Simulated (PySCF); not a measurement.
## Broadened absorption spectrum of C6H4ClN3

C6H4ClN3.
Cartesian coordinates in Å at the GFN2-xTB level; atoms count from 1:
```xyz
14
C6H4ClN3 angstrom
Cl     3.155    1.532   -0.539
C      1.663    0.712   -0.236
C      1.727   -0.546    0.405
C      0.596   -1.262    0.681
C     -0.632   -0.700    0.304
N     -1.894   -1.137    0.430
N     -2.607   -0.183   -0.105
N     -1.974    0.856   -0.582
C     -0.683    0.577   -0.345
C      0.487    1.296   -0.621
H      2.697   -0.934    0.674
H      0.632   -2.222    1.169
H     -3.615   -0.245   -0.148
H      0.447    2.255   -1.109
```

Computed, not measured: TDDFT CAM-B3LYP/def2-SVPD, vertical, gas phase, core orbitals frozen in the response in PySCF 2.14.0, density-fitted response routines.

Broadening: Gaussians 0.5 eV wide at half height, area fixed by f = 4.319×10⁻⁹ ∫ε dν̃. The width is an assumption, not a result. The curve ends short of the highest state used, and states not computed would add to its high-energy end.

| λ (nm) | ε (L mol⁻¹ cm⁻¹) |
| --- | --- |
| 196.8 | 14861 |
| 201.7 | 3972 |
| 206.7 | 719 |
| 211.6 | 124 |
| 216.6 | 91 |
| 221.5 | 356 |
| 226.5 | 1205 |
| 231.4 | 2832 |
| 236.4 | 5008 |
| 241.3 | 6896 |
| 246.3 | 7999 |
| 251.2 | 8262 |
| 256.2 | 7922 |
| 261.1 | 7096 |
| 266.1 | 5808 |
| 271.0 | 4304 |
| 275.9 | 2857 |
| 280.9 | 1680 |
| 285.8 | 900 |
| 290.8 | 431 |
| 295.7 | 192 |
| 300.7 | 78 |
| 305.6 | 30 |
| 310.6 | 11 |

(1) Where are the band maxima, and which computed states make them?

(2) Coming from long wavelengths, where does ε first pass 100 L mol⁻¹ cm⁻¹?

(3) On this curve, what absorbance would a 10⁻⁴ mol/L sample give at 280 nm over a 1 cm path?

## Answers

(1) 251 nm (4.95 eV), ε about 8300, made up of S1 (41%) and S2 (59%) (ε in L mol⁻¹ cm⁻¹; maxima over ε = 5, shares over 10%). At its high-energy end, 6.30 eV, the curve is still rising (ε about 15000, from S6). The states used: S1 4.74 eV (f 0.101); S2 5.09 eV (f 0.113); S3 5.79 eV (f 0.0000); S4 6.14 eV (f 0.0018); S5 6.58 eV (f 0.0002); S6 6.62 eV (f 0.821); S7 6.77 eV (f 0.040); S8 6.90 eV (f 0.0012).

(2) At about 299 nm (4.14 eV), 0.60 eV below S1.

(3) 280 nm is 4.428 eV, where ε is about 1900 L mol⁻¹ cm⁻¹, so A = ε c l ≈ 0.19 (Beer–Lambert, with the gas-phase spectrum and the assumed width).

The run took about 2.7 min of CPU time (one thread, shared machine).
